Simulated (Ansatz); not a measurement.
System: C$_{2}$H$_{6}$ClGa, net charge 0, singlet state. 
Structure (B3LYP-D3(BJ)/def2-TZVP (Ansatz, a quantum-chemistry and plane-wave program) minimum search):
```xyz
10

C      1.8518     0.0278    -1.0432
Ga     0.0169     0.0653    -0.3329
C     -1.7405     0.3971    -1.1540
Cl    -0.0920    -0.3525     1.8159
H      1.8788     0.2044    -2.1178
H      2.4483     0.7903    -0.5398
H      2.3038    -0.9409    -0.8256
H     -2.3498    -0.5048    -1.0739
H     -2.2523     1.1904    -0.6077
H     -1.6558     0.6774    -2.2033
```
Charge 0, spin multiplicity 1.

Property: atomisation energy (electronic, to ground-state atoms), in kcal/mol. Valence correlation only, unless marked. Open shells are spin-unrestricted. Spin-orbit coupling is left out. The frozen core is the preceding noble-gas configuration, with the filled d and f shells of earlier blocks. Non-relativistic. The coupled-cluster limit lacks core correlation, which all-electron functionals hold. CBS marks a two-point X^-3 extrapolation of the correlation energy; Hartree-Fock from the larger set. [CCSD(T)-MP2]/basis is that difference in the basis named.

```tsv
level	program	atomisation energy (kcal/mol)
BLYP-D3(BJ)/def2-TZVPD	Ansatz + dftd3	817.7
PBE0/def2-QZVPP	Ansatz	828.9
LC-wPBE-D3(BJ)/def2-TZVPD	Ansatz + dftd3	833.1
RI-MP2/def2-QZVPP	Ansatz	831.6
SCS-MP2/6-31G*	Ansatz	753.3
RI-MP2/CBS(def2-TZVPP,def2-QZVPP)+[CCSD(T)-MP2]/def2-TZVPP	Ansatz	831.0
CCSD(T)/CBS(def2-TZVPPD,def2-QZVPPD)	Ansatz	830.3
```
